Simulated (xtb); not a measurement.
xtb input:

```bash
xtb mol.xyz --gfn 1 --sp --chrg 0 --uhf 0
```
mol.xyz:
```
18

C      2.54384328    -0.02186337    -0.33280936
C      1.21355244     0.72221762    -0.38227315
C      0.00515770    -0.17319967    -0.11718862
C     -1.31750015     0.57387087    -0.27441969
C     -2.54293315    -0.32000287    -0.11605114
O      0.09676328    -0.80383387     1.16516243
H      2.58596125    -0.79484291    -1.10385043
H      2.68046608    -0.51076574     0.63179224
H      3.38242610     0.65739244    -0.49501466
H      1.08671786     1.19669990    -1.35999055
H      1.21049679     1.53575570     0.35380144
H      0.02418516    -1.01057454    -0.82242639
H     -1.34693866     1.38586263     0.46277913
H     -1.33020948     1.05504211    -1.25700021
H     -2.53934020    -0.81670221     0.85421913
H     -3.46571417     0.25601819    -0.20320104
H     -2.55984279    -1.09644206    -0.88457693
H      0.08496510    -0.11290816     1.83862055
```

Task: What final total energy does it print?

Result: -21.76182 Eh (GFN1-xTB).
